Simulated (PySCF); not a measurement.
**Working out the ionisation energy of Se²⁺**

Se²⁺ [Ar] 3d10 4s2 4p2 (3P) → Se³⁺ [Ar] 3d10 4s2 4p1 (2P). All numbers are calculated (PySCF 2.14, scalar relativity by spin-free X2C-1e, in aug-cc-pVTZ-DK). Frozen: [Ar] 3d10. Energies in hartree (1 hartree = 27.21139 eV):

| part | Se²⁺ (lower) | Se³⁺ (upper) |
| --- | --- | --- |
| UHF | -2426.986657 | -2425.847384 |
| MP2 opposite-spin | -0.047371 | -0.039543 |
| MP2 same-spin | -0.009267 | -0.002725 |

**Question.** What does Hartree-Fock give?

**Answer.** (-2425.847384) − (-2426.986657) = 1.139273 hartree = 31.001 eV.

**Question.** What do MP2 and SCS-MP2 (6/5 opposite-spin, 1/3 same-spin) give?

**Answer.** The opposite-spin parts differ by 0.213 eV and the same-spin parts by 0.178 eV. MP2: 31.001 + (0.213) + (0.178) = 31.392 eV. SCS-MP2: 31.001 + 1.2 × (0.213) + (0.178)/3 = 31.316 eV.

A first-order spin-orbit estimate adds -0.040 eV to MP2 (valence), giving 31.352 eV against 31.697 ± 0.019 eV (measured; NIST Atomic Spectra Database, ionization energies).

What remains against the reference includes basis incompleteness, the frozen core and correlation beyond second order.
